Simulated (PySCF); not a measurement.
**Assignment exercise: C₇H₈FN**

Geometry (Å), atoms numbered from 1 in this order:
```xyz
17

C     2.6447    0.0609   -0.0820
N     1.5271   -0.8108    0.1808
C     0.2355   -0.3494    0.2813
C    -0.0641    1.0036    0.4626
C    -1.3716    1.4210    0.6234
C    -2.3889    0.4873    0.5993
F    -3.6721    0.8984    0.7519
C    -2.1271   -0.8588    0.4175
C    -0.8205   -1.2688    0.2583
H     2.7625    0.7689    0.7398
H     2.5309    0.6249   -1.0163
H     3.5496   -0.5394   -0.1450
H     1.6108   -1.7442   -0.1911
H     0.7245    1.7377    0.4806
H    -1.6056    2.4646    0.7631
H    -2.9409   -1.5664    0.3999
H    -0.6020   -2.3174    0.1155
```

- shieldings: GIAO PBE0/pcSseg-1
- coordinates at the GFN2-xTB level
- code: PySCF 2.14
- rapidly exchanging positions averaged, one conformer, relativity neglected, gas phase

Scale: $^{13}$C and $^{1}$H vs TMS (reference shieldings calculated alike).

Q: Assign these signals to the numbered atoms. $^{13}$C{$^{1}$H} NMR (computed): δ 164.6, 149.5, 122.1, 115.1, 32.0.

A: 
164.6 → C6, aromatic carbon bearing fluorine: the electronegative substituent deshields the carbon that carries it
149.5 → C3, aromatic carbon bearing nitrogen: σ withdrawal by the attached heteroatom moves it downfield of the ring CH carbons
122.1 → C5/C8, aromatic CH
115.1 → C4/C9, aromatic CH: it is ortho or para to a lone-pair donor and shielded by resonance
32.0 → C1, methyl carbon bonded to N: pulled downfield by the heteroatom

Q: Assign these signals to the numbered atoms. $^{1}$H NMR (300 MHz, computed): δ 7.20 (m, 2H), 6.54 (m, 2H), 3.07 (br s, 1H), 2.92 (s, 3H).

A: 
| δ (ppm) | atoms | environment | reason |
| --- | --- | --- | --- |
| 7.20 | H15/H16 | hydrogen on an aromatic CH | aromatic region |
| 6.54 | H14/H17 | hydrogen on an aromatic CH | – |
| 3.07 | H13 | hydrogen on an aniline-type nitrogen | exchangeable, gas-phase position |
| 2.92 | H10/H11/H12 | hydrogen on a methyl carbon bonded to N | its carbon carries N, an electronegative neighbour |

The OH or NH signal is concentration- and solvent-dependent in practice; the value given is the gas-phase one. Splittings by $^{19}$F in the carbon and heteronuclear signals aren't shown, as no couplings were computed. Shifts are as computed. Against solution values, carbons near 30 ppm lie about +3 ppm off and those near 130 ppm about +5 ppm. Of 1309 compounds with measured shifts, 239 miss one by over three times the rms of a fit or turn the order of signals round; such compounds aren't used in these exercises. No couplings were computed; multiplicities are counted from neighbouring protons, with m where these are inequivalent, close in shift, in a saturated or five-membered ring or joined by F or P, and br s for small geminal =CH2 splittings.
